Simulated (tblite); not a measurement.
H3Sb, charge -1, doublet, at the geometry of the source list (a state made from the parent by changing its charge; the spin is typed, not shown lowest); tblite with GFN1-xTB.

Input for tblite:
```
$ tblite run mol.xyz --method gfn1 --charge -1 --spin 1 --guess eeq --json tblite.json --no-restart

# file mol.xyz
4

Sb     0.00190000    -0.00510000     0.74390000
H     -0.87650000    -1.04080000    -0.25290000
H     -0.46500000     1.28180000    -0.23730000
H      1.33960000    -0.23590000    -0.25370000
```

It wrote (shortened):

```
xTB calculator
 | screened Coulomb repulsion
 | Coulomb electrostatics
 |  * isotropic Klopman-Ohno-Mataga-Nishimoto electrostatics
 |  * onsite third-order electrostatics
 | DFT-D3(BJ) dispersion correction

halogen bonding energy    0.0000000000000E+00 Eh
repulsion energy          1.2384215465051E-02 Eh
dispersion energy        -5.9364475189399E-04 Eh
number of electrons       9.0000000000000E+00 e
integral cutoff           4.0000000000000E+01 bohr

------------------------------------------------------------
  cycle        total energy    energy error   density error
------------------------------------------------------------
      1     -3.720899344000  -3.7326899E+00   6.6915267E-01
      2     -4.037700247761  -3.1680090E-01   3.7604947E-01
      3     -4.161262748923  -1.2356250E-01   1.5611624E-01
      4     -4.167352456944  -6.0897080E-03   1.0178752E-01
      5     -4.167387801499  -3.5344555E-05   3.3793852E-03
      6     -4.167395845949  -8.0444497E-06   2.1605456E-04
      7     -4.167395856759  -1.0810164E-08   6.0463830E-05
      8     -4.167395859775  -3.0162992E-09   2.8182628E-06
------------------------------------------------------------

electronic energy        -4.1791864304882E+00 Eh
total energy             -4.1673958597750E+00 Eh

Post processing:
 | Mayer-Wiberg bond orders

[Info] JSON dump of results written to 'tblite.json'
```
